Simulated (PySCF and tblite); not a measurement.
¹³C shifts against TMS: measured, and computed as averages over conformers at 298.15 K (GIAO PBE0/pcSseg-1 (IEF-PCM, chloroform); weights B3LYP-D3(BJ)/def2-TZVP (IEF-PCM, chloroform) // PBE0-D3(BJ)/def2-SVP; PySCF, tblite).

```csv
molecule,atom,computed (ppm),measured (ppm)
[CH3:1][CH2:2][CH2:3][Br:4],C1,14.1,13
[CH3:1][CH2:2][CH2:3][CH2:4][CH2:5][CH3:6],C1/C6,16.2,?
[CH3:1][CH2:2][CH2:3][CH2:4][CH2:5][CH3:6],C2/C5,26.1,22.7
[F:1][CH:2]1[CH2:3][CH2:4][CH2:5][CH2:6]1,C4/C5,27.2,22.5
[CH3:1][CH2:2][CH2:3][Br:4],C2,30.3,26.4
[CH3:1][CH2:2][CH2:3][CH2:4][CH2:5][CH3:6],C3/C4,34.5,31.64
[F:1][CH:2]1[CH2:3][CH2:4][CH2:5][CH2:6]1,C3/C6,37.1,32.8
[CH3:1][CH2:2][CH2:3][Br:4],C3,47.8,35.6
[F:1][CH:2]1[CH2:3][CH2:4][CH2:5][CH2:6]1,C2,97.2,95.5
```

Problem. Fit a straight line to the complete rows and predict the measured shift of C1/C6 in CCCCCC.

Solution. measured = -4.14 + 0.9967·computed (8 points, rms 3.2 ppm, correlation 0.991). At 16.2 this gives 12.0 ppm; the measured value is 14.14 ppm, so the fit is off by 2.1.

Spin–orbit effects are left out, so carbons that carry Cl, Br or I come out too high.

Measured: Fulmer et al., Organometallics 2010, 29, 2176 (CDCl3); Pretsch, Buehlmann, Badertscher, Structure Determination of Organic Compounds, 4th ed. (2009) (not stated per compound (mostly CDCl3 or CCl4)).

For scale, the study of CCCCCC took 8.5 min on 1 thread of Arm Neoverse V1 (shared host) (rough), launched as `OMP_NUM_THREADS=1 python ens_run.py task.json out`.
